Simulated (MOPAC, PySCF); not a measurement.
Two conformers of C4H10O (SMILES CC(C)CO), B3LYP-D3(BJ)/def2-TZVP minima.
Conformer 1 (charge 0, multiplicity 1):
```
atom    x (Å)    y (Å)    z (Å)
----  -------  -------  -------
C     -0.9530  -1.1246  -0.2004
C     -0.2452   0.2271  -0.1367
C     -0.5719   0.9729   1.1569
C      1.2678   0.0725  -0.2842
O      1.6649  -0.5492  -1.5021
H     -0.6653  -1.7466   0.6520
H     -2.0374  -1.0016  -0.1729
H     -0.6893  -1.6636  -1.1100
H     -0.5933   0.8401  -0.9793
H     -0.2291   0.4064   2.0270
H     -1.6481   1.1198   1.2625
H     -0.0943   1.9547   1.1876
H      1.7522   1.0514  -0.1760
H      1.6519  -0.5729   0.5097
H      1.3899   0.0136  -2.2341
```
Conformer 2 (charge 0, multiplicity 1, Z-matrix in Å and degrees):
```
C
H 1 1.0965
C 1 1.5240 2 105.64
H 3 1.0975 1 109.46 2 -59.10
H 3 1.0975 4 108.02 1 -119.11
O 3 1.4272 4 110.38 5 -120.76
H 6 0.9615 3 108.85 4 59.65
C 1 1.5295 2 108.25 3 -119.49
H 8 1.0905 1 110.64 2 178.67
H 8 1.0917 9 108.18 1 -121.49
H 8 1.0924 9 107.93 10 -116.57
C 1 1.5295 2 108.25 3 119.49
H 12 1.0905 1 110.64 2 -178.65
H 12 1.0917 13 108.18 1 121.49
H 12 1.0924 13 107.93 14 116.57
```

No zero-point or thermal terms.

Rows in 3-21G, 6-31G* carry no dispersion term and start afresh at each structure (6-31G* with six Cartesian d functions). The state reached by AM1 isn't checked.

The values were computed with MOPAC for AM1 (differences of heats of formation); PySCF for 3-21G rows, 6-31G* rows. Each number belongs to the level named beside it.

**Question.** One of these levels gives 15.2 meV for the electronic energy of conformer 2 less that of conformer 1. Which?
A) HF/3-21G
B) AM1
C) B3LYP/6-31G*

**Answer.** A, HF/3-21G. The others give 111.2 (AM1), 37.5 (B3LYP/6-31G*)
